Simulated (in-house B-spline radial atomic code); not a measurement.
**Removing one electron from Se6+**

Closed shell [Ar] 3d10. Computed with a B-spline radial code for spherical atoms: Koopmans values of Dirac-Hartree-Fock plus a diagonal self-energy, in second order or with its direct term screened (direct RPA, with the hole-particle interaction, or full time-dependent Hartree-Fock), linearised in energy; no-pair Dirac-Coulomb Hamiltonian, finite nucleus. Shifts add to the Koopmans value (the ΔSCF shift is orbital relaxation alone); the final value takes TDHF screening with Breit and QED.

Command:
```bash
python run_mb.py task.json out
```
Settings (nuclear radius in fm, box in bohr, cutoff in hartree):
```
basis_form          2
Z                   34
core_configuration  [Ar] 3d10
rms_radius          4.14
mass_number         80
speed_of_light      137.036
box_radius          9.762
lmax                7
intervals           62
virtual_cutoff      4624.0
```

Cost of the run: 22 s on 1 thread of Intel(R) Xeon(R) 6975P-C (shared host).

Energies in eV:

```tsv
subshell	Koopmans	ΔSCF shift	second order	direct RPA	hole-particle	TDHF	Breit + QED	final
3d5/2	157.10	-3.908	?	?	?	?	?	?
3d3/2	158.08	-3.978	-3.665	-1.194	-1.746	-1.841	-0.030	156.21
```

(1) What does the self-energy do to 3d5/2?

Answers

(1) It shifts the removal energy by -3.571 eV in second order, -1.152 with direct RPA, -1.695 with the hole-particle term and -1.787 with TDHF screening (quasi-particle weight 0.975); Breit and QED add 0.014 eV. The final value is 155.33 eV, against 155.327 ± 0.012 eV (NIST, measured).
